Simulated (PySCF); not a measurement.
## One molecule, a ladder of functionals, a line

Molecule: SMILES CO[Si](C)(OC)OC, C4H12O3Si.

Atoms are numbered as in `[CH3:1][O:2][Si:3]([CH3:4])([O:5][CH3:6])[O:7][CH3:8]`; H(Xn) means a hydrogen on atom n.

GIAO shieldings (ppm, equivalent atoms averaged) in PySCF on the PBE0-D3(BJ)/def2-SVP geometry, basis pcSseg-1, gas phase, non-relativistic:

```tsv
functional	exact exchange (%)	σ(C1/C6/C8)	σ(O2/O5/O7)	σ(Si3)
BLYP	0	121.9	288.7	372.0
PBE	0	127.2	291.1	376.6
PBE0	25	133.2	304.0	391.3
mPW1PW91	25	132.3	303.5	391.0
HF	100	144.4	331.6	435.8
```

(1) Fit each shielding as a line in the percentage of exact exchange.

(2) What does the line predict for B3LYP (20 %), and what does the run give?

Results:

(1) σ(C1/C6/C8) = 126.0 + 0.19 x (rms 2.3 ppm); σ(O2/O5/O7) = 291.4 + 0.41 x (rms 1.8 ppm); σ(Si3) = 375.0 + 0.61 x (rms 1.6 ppm). The functionals also differ in their semilocal parts, which the line can't hold; Hartree–Fock has no correlation at all.

(2) σ(C1/C6/C8): 129.8 predicted, 127.3 computed; σ(O2/O5/O7): 299.6 predicted, 299.6 computed; σ(Si3): 387.2 predicted, 383.5 computed ppm.
